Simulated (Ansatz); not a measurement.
```yaml
crystal:
  periodic: [false, false, false]
  atoms:
    - {symbol: C, position_ang: [-0.302329, -1.683780, 1.389224]}
    - {symbol: O, position_ang: [0.570654, -0.620212, 1.096891]}
    - {symbol: Ge, position_ang: [0.236932, 0.433437, -0.295726]}
    - {symbol: N, position_ang: [0.064102, -0.655256, -1.749764]}
    - {symbol: N, position_ang: [1.672536, 1.548325, -0.224734]}
    - {symbol: N, position_ang: [-1.328401, 1.371253, -0.289830]}
    - {symbol: H, position_ang: [0.148844, -2.286455, 2.181514]}
    - {symbol: H, position_ang: [-0.476474, -2.327806, 0.519360]}
    - {symbol: H, position_ang: [-1.276091, -1.325592, 1.749133]}
    - {symbol: H, position_ang: [0.904333, -1.165183, -1.984334]}
    - {symbol: H, position_ang: [-0.268563, -0.177979, -2.575981]}
    - {symbol: H, position_ang: [1.502480, 2.501265, -0.508451]}
    - {symbol: H, position_ang: [2.155381, 1.526577, 0.661692]}
    - {symbol: H, position_ang: [-1.463821, 1.991876, 0.494441]}
    - {symbol: H, position_ang: [-2.161384, 0.818727, -0.434035]}
basis:
  gaussian: {orbitals: pcseg-2, fitting: {mean_field: cc-pVTZ-jkfit}}
magnetization: {spin_polarized: true, initial_magnetization: 2}
hamiltonian: {xc: {name: HF}}
correlation: {method: mp2, frozen_orbitals: {C: 9}}
accuracy: high
scf: {lower_state_search: off}
output: {forces: true}
```

```sh
$ ansatz run in.yaml --threads 4 --pin off --events-out ev --progress --plain --max-ram 11315MiB
```

Output, abridged:

```
Functional definition: HF
Error: "frozen_orbitals" has no count for O
```

(1) Something in this input is off. What?

Answers

(1) Frozen orbitals are typed for one element alone, and the program wants a count for each. The input was rejected before any iteration.
